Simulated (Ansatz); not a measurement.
Geometry optimisation, RKS B3LYP-D4/cc-pVDZ (Ansatz 0.2.0).

input.yaml

```yaml
crystal:
  periodic: [false, false, false]
  atoms:
    - { symbol: C, position_ang: [1.0627, -2.1474, -0.6227] }
    - { symbol: "N", position_ang: [1.1789, -0.9239, -0.1563] }
    - { symbol: C, position_ang: [0.3649, -0.6807, 1.0379] }
    - { symbol: "N", position_ang: [-0.9333, -0.4957, 0.71] }
    - { symbol: C, position_ang: [-1.89421, -1.33621, 0.9848] }
    - { symbol: Si, position_ang: [-1.75657, -3.00309, 1.85437] }
    - { symbol: H, position_ang: [1.5814, -2.4022, -1.5414] }
    - { symbol: H, position_ang: [0.3809, -2.8394, -0.1948] }
    - { symbol: H, position_ang: [0.4969, -1.5039, 1.7958] }
    - { symbol: H, position_ang: [0.7979, 0.1865, 1.6143] }
    - { symbol: H, position_ang: [-2.9235, -1.11972, 0.64014] }
    - { symbol: H, position_ang: [-1.8378, -2.8587, 3.32524] }
    - { symbol: H, position_ang: [-2.93292, -3.88269, 1.43134] }
    - { symbol: H, position_ang: [-0.51857, -3.72632, 1.48193] }
basis:
  gaussian: { orbitals: cc-pVDZ }
hamiltonian:
  xc: b3lyp
  dispersion: d4
relax:
  f_tol: 0.015
  max_steps: 40
output:
  orbitals: {}
```

Launched with:

```bash
$ ansatz run input.yaml --threads 2 --pin off --max-ram 3072MiB --backend cpu --events-out ev --progress --plain --runs-dir out
```

Question: Where does it end, and by what steps?

Answer: It converged. After 24 steps the energy has fallen by 0.628 eV; H8 moved furthest, 1.29 Å.

| step | energy less start (eV) | largest force component (eV/Å) | accepted |
| --- | --- | --- | --- |
| 0 | 0.0000 | 5.200 | yes |
| 1 | -0.2781 | 1.837 | yes |
| 2 | -0.4447 | 0.907 | yes |
| 3 | -0.4638 | 1.051 | yes |
| 4 | -0.5221 | 0.345 | yes |
| 5 | -0.5293 | 0.165 | yes |
| 6 | -0.5425 | 0.409 | yes |
| 7 | -0.5515 | 0.660 | yes |
| 8 | -0.5631 | 1.021 | yes |
| 9 | -0.5773 | 0.829 | yes |
| 10 | -0.6010 | 0.221 | yes |
| 11 | -0.6023 | 0.555 | yes |
| 12 | -0.6114 | 0.357 | yes |
| 13 | -0.5838 | 1.043 | no |
| 14 | -0.6235 | 0.118 | yes |
| 15 | -0.6201 | 0.215 | no |
| 16 | -0.6257 | 0.069 | yes |
| 17 | -0.6269 | 0.047 | yes |
| 18 | -0.6160 | 0.666 | no |
| 19 | -0.6273 | 0.023 | yes |
| 20 | -0.6277 | 0.026 | yes |
| 21 | -0.6275 | 0.126 | no |
| 22 | -0.6279 | 0.017 | yes |
| 23 | -0.6279 | 0.032 | yes |
| 24 | -0.6279 | 0.015 | yes |

```xyz
14
Properties=species:S:1:pos:R:3
C 1.624 -1.903 -0.695
N 0.936 -0.881 -0.393
C 0.183 -0.948 0.849
N -1.200 -0.586 0.591
C -2.124 -1.339 1.045
Si -1.999 -2.985 2.042
H 2.220 -1.891 -1.618
H 1.665 -2.824 -0.080
H 0.300 -1.937 1.357
H 0.593 -0.172 1.521
H -3.153 -0.996 0.829
H -1.338 -2.784 3.370
H -3.399 -3.460 2.262
H -1.241 -4.027 1.281
```

Run time: 73 s on 2 threads of Intel(R) Xeon(R) 6975P-C (Granite Rapids), with other jobs on the host, peak memory 0.34 GiB.
